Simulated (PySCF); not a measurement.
## Solvent effects on NMR parameters

Numbering as in the mapped SMILES `[CH3:1][O:2][C:3]1=[CH:4][SiH2:5][CH:6]=[CH:7]1`. Each H is labelled by its parent atom.

GIAO PBE0/pcSseg-1 in PySCF 2.14.0 with density-fitted response routines on one PBE0-D3(BJ)/def2-SVP conformer, non-relativistic, equivalent nuclei averaged. Solvents enter as an IEF-PCM continuum (acetone with ε = 20.5, acetonitrile with ε = 35.7) around the gas-phase geometry. Shifts are referred to TMS computed in the same medium.

Gas phase, δ in ppm: C3 178.6, C7 157.6, C6 137.5, C4 79.6, C1 55.1, Si5 -37.6, H(C7) 6.91, H(C6) 6.49, H(Si5) 4.76, H(C4) 4.05, H(C1) 3.61. Dipole moment 1.40 D.

Q: How does each δ change in the continuum?

A: 
```json
{"atoms": "C3", "environment": "alkene carbon bearing oxygen", "Δδ, acetone": "+1.5", "Δδ, acetonitrile": "+1.6"}
{"atoms": "C7", "environment": "alkene CH", "Δδ, acetone": "+1.6", "Δδ, acetonitrile": "+1.7"}
{"atoms": "C6", "environment": "alkene CH", "Δδ, acetone": "+1.8", "Δδ, acetonitrile": "+1.9"}
{"atoms": "C4", "environment": "β carbon of an enol-ether or enamine type C=C", "Δδ, acetone": "+0.8", "Δδ, acetonitrile": "+0.9"}
{"atoms": "C1", "environment": "methyl carbon bonded to O", "Δδ, acetone": "+1.6", "Δδ, acetonitrile": "+1.6"}
{"atoms": "Si5", "environment": "silicon bonded to 2 C, 2 H, in a 5-membered ring", "Δδ, acetone": "-0.2", "Δδ, acetonitrile": "-0.2"}
{"atoms": "H(C7)", "environment": "hydrogen on an alkene CH", "Δδ, acetone": "+0.12", "Δδ, acetonitrile": "+0.12"}
{"atoms": "H(C6)", "environment": "hydrogen on an alkene CH", "Δδ, acetone": "+0.22", "Δδ, acetonitrile": "+0.22"}
{"atoms": "H(Si5)", "environment": "hydrogen on a silicon bonded to 2 C, in a 5-membered ring", "Δδ, acetone": "-0.04", "Δδ, acetonitrile": "-0.04"}
{"atoms": "H(C4)", "environment": "hydrogen on a β carbon of an enol-ether or enamine type C=C", "Δδ, acetone": "+0.26", "Δδ, acetonitrile": "+0.27"}
{"atoms": "H(C1)", "environment": "hydrogen on a methyl carbon bonded to O", "Δδ, acetone": "+0.16", "Δδ, acetonitrile": "+0.17"}
```

Changes are relative to the gas phase. The dipole moment becomes 1.64 D in acetone, 1.65 D in acetonitrile.

Q: Which nuclei move most (in ppm), and what does the model miss?

A: C6 (alkene CH, +1.9 ppm) in acetonitrile. A continuum only polarises the solute; specific hydrogen bonds, the anisotropy of aromatic solvents and changes of geometry or conformer are outside it.
